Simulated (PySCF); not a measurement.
## Radial density of Zr²⁺ (zirconium, charge +2)

UHF, [Kr] 4d1 5s1, high-spin 3D determinant (an excited configuration). Computed with PySCF 2.14 in aug-cc-pVTZ-PP with one added diffuse shell each of s, p, d, f, g type with ECP28MDF (7s7p6d4f3g, 113 functions), with scalar relativity through the core potential. This is the valence pseudo-density: the core potential removes the inner electrons and smooths the orbitals near the nucleus.

| r (bohr) | 4πr²ρ (e/bohr) | 4πr²(ρα − ρβ) |
| --- | --- | --- |
| 0.0387 | 1.677e-05 | 0.0000 |
| 0.0651 | 4.487e-05 | 0.0000 |
| 0.110 | 0.0001668 | 0.0000 |
| 0.184 | 0.001310 | 0.0001 |
| 0.310 | 0.02162 | 0.0019 |
| 0.521 | 0.6270 | 0.0375 |
| 0.877 | 6.252 | 0.3162 |
| 1.47 | 6.422 | 0.5786 |
| 2.48 | 1.191 | 0.6920 |
| 4.17 | 0.2311 | 0.2291 |
| 7.02 | 0.003444 | 0.0034 |

Energies and moments cover only the electrons outside the core potential.
